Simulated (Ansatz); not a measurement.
## Abstraction of H: SbHF2 + C2H7O2Si → SbF2 + C2H8O2Si

Gas-phase species: SbHF2 `[F][SbH][F]`, singlet; C2H7O2Si `CO[Si](C)O`, doublet; SbF2 `[F][Sb][F]`, doublet; C2H8O2Si `CO[SiH](C)O`, singlet. A radical takes H: the energy is the difference in strength between the Sb–H bond broken and the Si–H bond made.

Shapes, held fixed at every level: PBE0-D4/def2-TZVP. Flexible molecules stand in one conformer, not always the lowest. Programs: Ansatz 0.2.0. Electronic energies: no zero-point or thermal term.

```json
{"level": "MP2/def2-TZVPP", "kind": "perturbation theory", "ΔE (kJ/mol)": "-133.7", "less CCSD(T)/def2-TZVPP": "-2.6"}
{"level": "HF/def2-TZVPP", "kind": "Hartree–Fock", "ΔE (kJ/mol)": "-137.3", "less CCSD(T)/def2-TZVPP": "-6.2"}
{"level": "PBE-D4/def2-TZVPP", "kind": "GGA", "ΔE (kJ/mol)": "-116.2", "less CCSD(T)/def2-TZVPP": "+14.9"}
{"level": "PBE0-D4/def2-TZVPP", "kind": "global hybrid", "ΔE (kJ/mol)": "-123.9", "less CCSD(T)/def2-TZVPP": "+7.2"}
{"level": "wB97M-V/def2-TZVPP", "kind": "range-separated hybrid", "ΔE (kJ/mol)": "-142.7", "less CCSD(T)/def2-TZVPP": "-11.6"}
{"level": "CCSD/def2-TZVPP", "kind": "coupled cluster or CI", "ΔE (kJ/mol)": "-133.4", "less CCSD(T)/def2-TZVPP": "-2.3"}
{"level": "CCSD(T)/def2-TZVPP", "kind": "coupled cluster or CI", "ΔE (kJ/mol)": "-131.1", "less CCSD(T)/def2-TZVPP": "0.0"}
```

The highest level, CCSD(T)/def2-TZVPP, gives ΔE = -131.1 kJ/mol; the levels span -142.7 to -116.2. The column of differences is taken from that level and isn't an error. No measured value is set beside it here. Open shells run unrestricted. For atoms past krypton def2 sets carry core potentials with scalar relativity. Outer-core shells of Sb are correlated, in sets that cover them unevenly.
